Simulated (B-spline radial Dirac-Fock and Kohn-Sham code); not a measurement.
**V 2p3/2: cross section and angular parameters**

System: atomic vanadium, configuration [Ar] 3d3 4s2; threshold 512.1 eV (tabulated edge). The computed values come from a radial B-spline solver: Dirac-Hartree-Slater photoionisation with a Latter tail; cross sections with all multipoles, angular parameters from the dipole term and its interference with E2.

For linearly polarised light dσ/dΩ = σ/(4π) [1 + β P₂(cos θ) + (δ + γ cos²θ) sin θ cos φ], with θ from the polarisation vector and φ the angle between the beam and the projection of the electron momentum on the plane normal to the polarisation.

```
hν (eV)  σ (kb)      β      γ      δ
    771     486  1.403  0.030  0.016
    919     313  1.460  0.130  0.020
   1090     199  1.472  0.231  0.023
   1170     165  1.469  0.274  0.025
 1486.9    84.3  1.433  0.420  0.031
   1620       ?      ?      ?      ?
   2000    35.6  1.350  0.596  0.043
   2800    12.8  1.221  0.785  0.064
   3420    6.83  1.132  0.887  0.080
   4000    4.13  1.058  0.963  0.096
   5990    1.09  0.859  1.140  0.148
   6220   0.956  0.840  1.155  0.154
   7140   0.597  0.772  1.208  0.176
 9251.7   0.242  0.648  1.300  0.226
  15000  0.0428  0.433  1.440  0.342
```

Q: Give the values at 1620 eV.

A: σ = 65.9 kb, β = 1.413, γ = 0.472, δ = 0.034.
